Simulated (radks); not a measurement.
Results of a calculation; reference values are marked as such.
Question: The mean radii <r> (bohr) of the occupied orbitals of an atom or ion are listed with their occupations. Level of theory: non-relativistic Kohn-Sham, LB94 model potential, spin-polarised, spherical densities, point nucleus (a radial shooting solver on a logarithmic mesh with Libxc functionals).

| orbital | occ. | <r> |
|---|---|---|
| 1s up | 1 | 0.08128 |
| 1s down | 1 | 0.08128 |
| 2s up | 1 | 0.3888 |
| 2s down | 1 | 0.3889 |
| 2p up | 3 | 0.3491 |
| 2p down | 3 | 0.3492 |
| 3s up | 1 | 1.274 |
| 3s down | 1 | 1.281 |
| 3p down | 3 | 1.444 |
| 3p up | 3 | 1.422 |
| 4s up | 1 | 4.432 |

Name the element and its charge. Open shells, if any, are filled with parallel spins first.

Answer: Z = 19, potassium, charge 0: K in [Ar] 4s1. The 1s radius gives Z: for a bare nucleus <r> = 1.5/Z, 0.07895 bohr for Z = 19, and screening makes it slightly larger (0.08128 here). The occupations add up to 19, and the charge is Z minus that.
